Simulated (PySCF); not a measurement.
HClSi, charge -1, doublet, at a GFN2-xTB geometry (a state made from the parent by changing its charge; the spin is typed, not shown lowest), with bond 3-1 at 1.3 times its length; PBE/6-31G** (PySCF).

The PySCF input:
```python
from pyscf import gto, scf, dft

mol = gto.M(
    atom='''
Si    1.011049   -0.273430    0.886474
H     1.945898   -0.440226   -0.296060
Cl   -1.534536    0.408425   -1.192351
''',
    basis='6-31g**',
    charge=-1,
    spin=1,
    verbose=4,
)

mf = dft.UKS(mol)
mf.xc = 'pbe'
mf.DIIS = scf.EDIIS
mf.kernel()
```

Question: What does PySCF print? Leave out banner, timings and long lists.

Answer: 
```
PySCF version 2.14.0

[INPUT] verbose = 4
[INPUT] num. atoms = 3
[INPUT] num. electrons = 33
[INPUT] charge = -1
[INPUT] spin (= nelec alpha-beta = 2S) = 1
[INPUT] symmetry False subgroup None
[INPUT] Mole.unit = angstrom
[INPUT] Symbol           X                Y                Z      unit          X                Y                Z       unit  Magmom
[INPUT]  1 Si     1.011049000000  -0.273430000000   0.886474000000 AA    1.910605708515  -0.516707814240   1.675193076548 Bohr   0.0
[INPUT]  2 H      1.945898000000  -0.440226000000  -0.296060000000 AA    3.677214286339  -0.831906572913  -0.559472316439 Bohr   0.0
[INPUT]  3 Cl    -1.534536000000   0.408425000000  -1.192351000000 AA   -2.899852768286   0.771811392425  -2.253216834351 Bohr   0.0

nuclear repulsion = 44.8428142381557
number of shells = 19
number of NR pGTOs = 109
number of NR cGTOs = 41
basis = 6-31g**
ecp = {}

******** <class 'pyscf.dft.uks.UKS'> ********
method = UKS
initial guess = minao
damping factor = 0
level_shift factor = 0
DIIS = <class 'pyscf.scf.diis.EDIIS'>
diis_start_cycle = 1
diis_space = 8
diis_damp = 0
SCF conv_tol = 1e-09
SCF conv_tol_grad = None
SCF max_cycles = 50
direct_scf = True
direct_scf_tol = 1e-13
number electrons alpha = 17  beta = 16
XC library pyscf.dft.libxc version 7.1.2
    S. Lehtola, C. Steigemann, M. J. T. Oliveira, and M. A. L. Marques,  SoftwareX 7, 1–5 (2018)
XC functionals = pbe
    J. P. Perdew, K. Burke, and M. Ernzerhof,  Phys. Rev. Lett. 77, 3865 (1996)
    J. P. Perdew, K. Burke, and M. Ernzerhof,  Phys. Rev. Lett. 78, 1396 (1997)
    J. P. Perdew, K. Burke, and M. Ernzerhof,  Phys. Rev. Lett. 77, 3865 (1996)
    J. P. Perdew, K. Burke, and M. Ernzerhof,  Phys. Rev. Lett. 78, 1396 (1997)
radial grids:
    Treutler-Ahlrichs [JCP 102, 346 (1995); DOI:10.1063/1.469408] (M4) radial grids

becke partition: Becke, JCP 88, 2547 (1988); DOI:10.1063/1.454033
pruning grids: <function nwchem_prune>
grids dens level: 3
symmetrized grids: False
atomic radii adjust function: <function treutler_atomic_radii_adjust>
small_rho_cutoff = 0
Set gradient conv threshold to 3.16228e-05
tot grids = 47872
init E= -749.626933079202

cycle= 1 E= -749.813430268802  delta_E= -0.186  |g|= 0.304  |ddm|= 1.02

cycle= 2 E= -747.821158994159  delta_E= 1.99  |g|= 1.14  |ddm|= 2.06
cycle= 3 E= -749.601765740101  delta_E= -1.78  |g|= 0.551  |ddm|=  2.4
cycle= 4 E= -749.69386517825  delta_E= -0.0921  |g|= 0.46  |ddm|= 0.276
cycle= 5 E= -749.693865170781  delta_E= 7.47e-09  |g|= 0.46  |ddm|= 2.04e-08
cycle= 6 E= -749.693865178291  delta_E= -7.51e-09  |g|= 0.46  |ddm|= 2.05e-08
cycle= 7 E= -749.693865194466  delta_E= -1.62e-08  |g|= 0.46  |ddm|= 4.41e-08
cycle= 8 E= -749.693865178917  delta_E= 1.55e-08  |g|= 0.46  |ddm|= 4.24e-08
cycle= 9 E= -749.693865178534  delta_E= 3.83e-10  |g|= 0.46  |ddm|= 1.05e-09
cycle= 10 E= -749.693865178377  delta_E= 1.57e-10  |g|= 0.46  |ddm|= 4.24e-10
cycle= 11 E= -743.695462203362  delta_E=    6  |g|= 1.84  |ddm|= 5.38
cycle= 12 E= -748.228211787339  delta_E= -4.53  |g|= 1.18  |ddm|= 7.16
cycle= 13 E= -749.407281657555  delta_E= -1.18  |g|= 0.69  |ddm|= 3.69
cycle= 14 E= -749.407281708865  delta_E= -5.13e-08  |g|= 0.69  |ddm|= 1.77e-07
cycle= 15 E= -749.407281736938  delta_E= -2.81e-08  |g|= 0.69  |ddm|= 9.7e-08
cycle= 16 E= -749.407281605942  delta_E= 1.31e-07  |g|= 0.69  |ddm|= 4.53e-07
cycle= 17 E= -749.40728161623  delta_E= -1.03e-08  |g|= 0.69  |ddm|= 3.56e-08
cycle= 18 E= -749.407281722499  delta_E= -1.06e-07  |g|= 0.69  |ddm|= 3.67e-07
cycle= 19 E= -749.407281721146  delta_E= 1.35e-09  |g|= 0.69  |ddm|= 4.67e-09
cycle= 20 E= -740.831902957395  delta_E= 8.58  |g|= 1.78  |ddm|= 8.01
cycle= 21 E= -746.567669645327  delta_E= -5.74  |g|= 1.38  |ddm|= 10.5
cycle= 22 E= -749.263653453817  delta_E= -2.7  |g|= 0.791  |ddm|=  6.3
cycle= 23 E= -749.263653453713  delta_E= 1.04e-10  |g|= 0.791  |ddm|= 3.18e-10
cycle= 24 E= -749.263653453339  delta_E= 3.74e-10  |g|= 0.791  |ddm|= 1.16e-09
cycle= 25 E= -749.26365345955  delta_E= -6.21e-09  |g|= 0.791  |ddm|= 1.92e-08
cycle= 26 E= -749.263653453734  delta_E= 5.82e-09  |g|= 0.791  |ddm|= 1.8e-08
cycle= 27 E= -749.263653458798  delta_E= -5.06e-09  |g|= 0.791  |ddm|= 1.57e-08
cycle= 28 E= -749.263653453707  delta_E= 5.09e-09  |g|= 0.791  |ddm|= 1.58e-08
cycle= 29 E= -740.335838833736  delta_E= 8.93  |g|= 1.82  |ddm|= 8.01
cycle= 30 E= -746.408673739713  delta_E= -6.07  |g|= 1.41  |ddm|= 10.5
cycle= 31 E= -749.159393541006  delta_E= -2.75  |g|= 0.857  |ddm|= 6.34
cycle= 32 E= -749.159393541366  delta_E= -3.6e-10  |g|= 0.857  |ddm|= 1.09e-09
cycle= 33 E= -749.159393541372  delta_E= -6.25e-12  |g|= 0.857  |ddm|= 1.89e-11
cycle= 34 E= -749.159393780849  delta_E= -2.39e-07  |g|= 0.857  |ddm|= 7.26e-07
cycle= 35 E= -749.159393541372  delta_E= 2.39e-07  |g|= 0.857  |ddm|= 7.26e-07
cycle= 36 E= -749.159393543258  delta_E= -1.89e-09  |g|= 0.857  |ddm|= 5.72e-09
cycle= 37 E= -749.159393541371  delta_E= 1.89e-09  |g|= 0.857  |ddm|= 5.72e-09
cycle= 38 E= -740.092200955343  delta_E= 9.07  |g|= 1.87  |ddm|= 7.94
cycle= 39 E= -746.350413367374  delta_E= -6.26  |g|= 1.43  |ddm|= 10.5
cycle= 40 E= -749.096122986941  delta_E= -2.75  |g|= 0.894  |ddm|= 6.33
cycle= 41 E= -749.09612298688  delta_E= 6.07e-11  |g|= 0.894  |ddm|= 1.86e-10
cycle= 42 E= -749.096122986958  delta_E= -7.73e-11  |g|= 0.894  |ddm|= 2.36e-10
cycle= 43 E= -749.096123041579  delta_E= -5.46e-08  |g|= 0.894  |ddm|= 1.65e-07
cycle= 44 E= -749.096122986941  delta_E= 5.46e-08  |g|= 0.894  |ddm|= 1.65e-07
cycle= 45 E= -749.096122988111  delta_E= -1.17e-09  |g|= 0.894  |ddm|= 3.53e-09
cycle= 46 E= -749.09612298694  delta_E= 1.17e-09  |g|= 0.894  |ddm|= 3.53e-09
cycle= 47 E= -739.960543133043  delta_E= 9.14  |g|=  1.9  |ddm|=  7.9
cycle= 48 E= -746.318558947148  delta_E= -6.36  |g|= 1.44  |ddm|= 10.4
cycle= 49 E= -749.061328672751  delta_E= -2.74  |g|= 0.913  |ddm|= 6.33
cycle= 50 E= -749.061328562939  delta_E= 1.1e-07  |g|= 0.913  |ddm|= 3.32e-07
SCF not converged.
SCF energy = -749.061328562939 after 50 cycles  <S^2> = 0.75080483  2S+1 = 2.0008047
```

The run did not converge; its last values are not results.
